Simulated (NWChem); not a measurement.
Molecule: SiHSBr, singlet; SMILES S[Si]Br

```xyz
4

Si     1.0623    -0.6326    -0.0076
Br    -0.1815     1.2563     0.0079
S     -0.5673    -2.0290    -0.0116
H      0.2502    -3.1091    -0.0207
```
Atoms are numbered in this order, from 1.

Computed with NWChem. Low-valent species are run as closed-shell singlets; no triplet was tried in these runs. The geometry was optimised at PBE0/def2-SVP. GIAO values for the isolated, static molecule; σ is the absolute isotropic shielding, δ = σ(reference) − σ with the isolated reference molecule computed at the same levels (1H: tetramethylsilane, 29Si: tetramethylsilane). Spin-orbit effects, on the heavy nuclei and on their neighbours, are missing.

Q: Predict the results for PBE/pcSseg-1. Quantities: δ Si1 (ppm); σ Br2 (ppm); σ S3 (ppm); δ H4 (ppm).

A: 
- δ Si1 (ppm): 398.8
- σ Br2 (ppm): 1614.5
- σ S3 (ppm): 178.5
- δ H4 (ppm): 5.55
